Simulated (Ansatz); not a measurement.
`C[Si](N)([SiH3])Cl` + H–F → `C[Si](N)(F)Cl` + SiH₄ at 600 K and 1 bar (cleavage of the Si–Si bond).

Isolated molecules relaxed with PBE0-D4/def2-TZVP in Ansatz; ΔE leaves out vibrations. CCSD(T)/CBS is the MP2 limit (def2-TZVPP, def2-QZVPP) plus CCSD(T) − MP2 in def2-TZVPP, frozen cores. This one scheme is used for every species. Each species was taken in one conformer, which may not be the lowest.

```json
{"species": "`C[Si](N)([SiH3])Cl`", "CCSD(T)/CBS energy (Eh)": "-1135.60557", "H − E (kJ/mol)": "317.4", "S (J/(mol·K))": "513.6"}
{"species": "H–F", "CCSD(T)/CBS energy (Eh)": "-100.39570", "H − E (kJ/mol)": "42.3", "S (J/(mol·K))": "194.0"}
{"species": "`C[Si](N)(F)Cl`", "CCSD(T)/CBS energy (Eh)": "-944.59780", "H − E (kJ/mol)": "242.5", "S (J/(mol·K))": "447.2"}
{"species": "SiH₄", "CCSD(T)/CBS energy (Eh)": "-291.46306", "H − E (kJ/mol)": "108.7", "S (J/(mol·K))": "242.3"}
```

H − E and S are ideal-gas, rigid-rotor, harmonic terms from PBE0-D4/def2-TZVP, for one conformer and one mirror image of each species. 1 Eh = 2625.50 kJ/mol, R = 8.31446 J/(mol·K).

Question: By hand: ΔE, ΔH, ΔS and ΔG.

Answer: ΔE = (-944.59780) + (-291.46306) − (-1135.60557) − (-100.39570) = -0.05959 Eh = -156.5 kJ/mol. Δ(H − E) = 242.5 + 108.7 − 317.4 − 42.3 = -8.5, so ΔH = -165.0 kJ/mol. ΔS = 447.2 + 242.3 − 513.6 − 194.0 = -18.1 J/(mol·K). ΔG = -165.0 − 600 × (-18.1)/1000 = -154.1 kJ/mol.

Question: By hand: the equilibrium constant, and the temperature at which ΔG would vanish if ΔH and ΔS stayed fixed.

Answer: log₁₀ K = −ΔG/(RT ln 10) = 13.4. ΔG = 0 at ΔH/ΔS = 9116 K, far beyond where these terms or the molecules hold.

ΔH outweighs TΔS. A doubt of 5 kJ/mol in ΔE shifts log₁₀ K by 0.4 here. Other conformers and mirror images would add mixing entropy, several J/(mol·K) or more a flexible species. These are equilibria of isolated gas molecules and say nothing of rates. Largest T1 diagnostic: 0.011 (customary marks: 0.02 for closed shells, 0.045 for open ones).
